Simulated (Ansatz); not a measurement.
C3H10Si2 can be A, `[SiH3]C1C[SiH2]C1`, or B, `C=C[SiH2][SiH2]C`.

Gas-phase electronic energies from Ansatz, PBE0-D4/def2-TZVP geometries. CBS: MP2 limit from def2 TZ/QZ plus the TZ coupled-cluster correction, frozen cores. Functionals use def2-TZVPP. B3LYP here is the variant with VWN-RPA as its local correlation; programs differ in this. One conformer a species, not always the lowest.

(1) Which is lower in electronic energy at CCSD(T)/CBS, and by how much? (Best estimate.)

(2) Give E(B) − E(A) in kJ/mol with CCSD(T)/def2-TZVPP, B3LYP, CCSD/def2-TZVPP, B2PLYP, MP2/def2-TZVPP, PBE0-D4, B3LYP-D4. (Best estimate.)

Largest T1 diagnostic: 0.012.

Results:

(1) Computed: B, by 23.0 kJ/mol.

(2) Computed: CCSD(T)/def2-TZVPP -23.2, B3LYP -44.1, CCSD/def2-TZVPP -23.7, B2PLYP -32.1, MP2/def2-TZVPP -7.6, PBE0-D4 -16.8, B3LYP-D4 -35.5. None reverses the order clearly.

In def2-TZVPP, CCSD(T) changes the Hartree–Fock value by +22.8 kJ/mol (the triples alone add +0.5 kJ/mol) and MP2 by +38.4 kJ/mol. From PBE to PBE0 (25 % exact exchange), in def2-TZVPP and without D4, E(B) − E(A) moves by +10.4 kJ/mol.
